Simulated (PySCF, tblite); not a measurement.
`C=Cc1ccc(C#N)c(C)p1`. The geometry is computed with GFN2-xTB (gas phase).

```
atom  x, y, z in Å
C1     3.7671    0.1369   -0.1582
C2     2.6806   -0.5934   -0.3896
C3     1.2936   -0.2097   -0.1655
C4     0.9352    1.0454    0.3172
C5    -0.3639    1.4436    0.5443
C6    -1.4669    0.6168    0.3103
C7    -2.7475    1.1527    0.5887
N8    -3.7800    1.5958    0.8188
C9    -1.3810   -0.6873   -0.1752
C10   -2.6380   -1.4799   -0.3830
P11    0.1304   -1.4661   -0.5567
H12    3.7314    1.1375    0.2375
H13    4.7505   -0.2512   -0.3605
H14    2.8026   -1.5962   -0.7858
H15    1.7202    1.7581    0.5266
H16   -0.5528    2.4388    0.9225
H17   -3.1802   -1.5911    0.5570
H18   -2.4088   -2.4702   -0.7733
H19   -3.3022   -0.9714   -1.0826
```

**Question.** Give the dihedral angles C2–C3–C4–H15, C7–C6–C9–C10, C2–C3–P11–C9.

**Answer.** C2–C3–C4–H15 0° (synperiplanar); C7–C6–C9–C10 0° (synperiplanar); C2–C3–P11–C9 180° (antiperiplanar). Dihedral signs follow IUPAC: positive where, seen along the central bond, the front bond turns clockwise onto the rear one.

**Question.** Which two atoms are farthest apart?

**Answer.** N8···H13, 8.81 Å; the next longest distance is 8.12 Å.

**Question.** Work out the bond lengths C4–C5, C5–H16, C6–C7, C9–C10, C9–P11, C10–H18, C10–H19 in Å.

**Answer.** For C4–C5 the difference vector is (-1.2991, 0.3982, 0.2271) Å, of length 1.3776 Å. C4–C5 1.378; C5–H16 1.081; C6–C7 1.416; C9–C10 1.500; C9–P11 1.743; C10–H18 1.089; C10–H19 1.090 Å.

**Question.** Where is the centre of mass (commonest isotopes), and what is the radius of gyration?

**Answer.** Mass 161.039 u; centre at (-0.275, -0.047, -0.004) Å; Rg = √(Σ m r²/M) = 2.532 Å. As Ia + Ib + Ic = 2 Σ m r², the three principal moments sum to 2065.4 u·Å².

**Question.** What is the repulsion energy of the bare nuclei, Σ ZA·ZB/RAB?

**Answer.** 607.76 Eh over 171 pairs, with full nuclear charges and distances in bohr; the largest single term is 27.33 Eh (C9 with P11).

**Question.** How far are the heavy atoms from their best plane (unweighted least squares)?

**Answer.** 0.008 Å rms; C1 0.02, C2 0.01, C3 0.01, C4 0.01, C5 0.01, C6 0.00, C7 0.00, N8 0.01, C9 0.00, C10 0.01, P11 0.00 Å (magnitudes).

**Question.** What are the angles C2–C1–H12, C3–C4–C5, C5–C6–C7, C7–C6–C9, C10–C9–P11, H18–C10–H19?

**Answer.** From the scalar product of the two bond vectors; for C2–C1–H12 it is -0.7835 Å² over 1.3294 × 1.0766 Å², cos θ = -0.5474. C2–C1–H12 123.2°; C3–C4–C5 124.1°; C5–C6–C7 117.2°; C7–C6–C9 118.6°; C10–C9–P11 117.4°; H18–C10–H19 108.8°.

**Question.** How far apart are these pairs, which share no bond: C1···H14, C5···H13, C7···H13, C9···H16?

**Answer.** C1···H14 2.080 Å (2 bonds apart); C5···H13 5.463 Å (5 bonds apart); C7···H13 7.687 Å (7 bonds apart); C9···H16 3.415 Å (3 bonds apart).

**Question.** Write the matrix of distances between heavy atoms (Å, lower triangle).

**Answer.** 
```
C1    0.000
C2    1.329  0.000
C3    2.498  1.456  0.000
C4    3.012  2.496  1.392  0.000
C5    4.389  3.780  2.446  1.378  0.000
C6    5.277  4.377  2.921  2.440  1.398  0.000
C7    6.635  5.785  4.331  3.694  2.402  1.416  0.000
N8    7.749  6.928  5.474  4.774  3.430  2.563  1.147  0.000
C9    5.214  4.068  2.717  2.934  2.468  1.394  2.416  3.458  0.000
C10   6.610  5.392  4.137  4.431  3.818  2.500  2.808  3.494  1.500  0.000
P11   3.994  2.701  1.756  2.778  3.150  2.764  4.056  5.153  1.743  2.774  0.000
```

Its GFN2-xTB frequencies are all real (lowest 18 cm⁻¹). One conformer, not necessarily the lowest.
